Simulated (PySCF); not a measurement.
Electron correlation in Cl⁷⁺ (chlorine, charge +7)

Starting occupation: [Ne]. All numbers are calculated (PySCF 2.14, X2C-1e with screened-nucleus spin-orbit coupling, Gaussian nucleus, in an even-tempered Gaussian basis (19 s from 0.15 bohr⁻², ratio 2.6; 12 p from 0.19 bohr⁻², ratio 2.6; 7 d from 0.2 bohr⁻², ratio 2.8; 3 f from 11 bohr⁻², ratio 2.8)). Frozen: 1s2; 8 electrons correlated; the 46 highest virtual spinors left out.

MP2 pair energies summed by pair of shells (mhartree):

```csv
pair,energy,share (%)
2p1/2-2p3/2,-94.00,33.4
2p3/2-2p3/2,-89.34,31.7
2p3/2-2s1/2,-44.13,15.7
2p1/2-2s1/2,-22.12,7.9
2p1/2-2p1/2,-21.24,7.5
2s1/2-2s1/2,-10.79,3.8
```

Total MP2 correlation energy: -281.61 mhartree.

The virtual space was cut to 44 spinors, which keep -211.86 of the -281.61 mhartree of MP2 correlation.

| level | correlation energy (mhartree) |
| --- | --- |
| CCSD | -215.03 |
| (T) | -0.18 |
| CCSD(T) | -215.21 |

Diagnostics: T1 = 0.00066, largest double amplitude 0.011.

Cost of the coupled-cluster step: about 12 core-seconds, for 8 occupied and 44 virtual spinors.

The coupled-cluster values are those of the cut space; adding the MP2 remainder, -69.75 mhartree, estimates the full space.
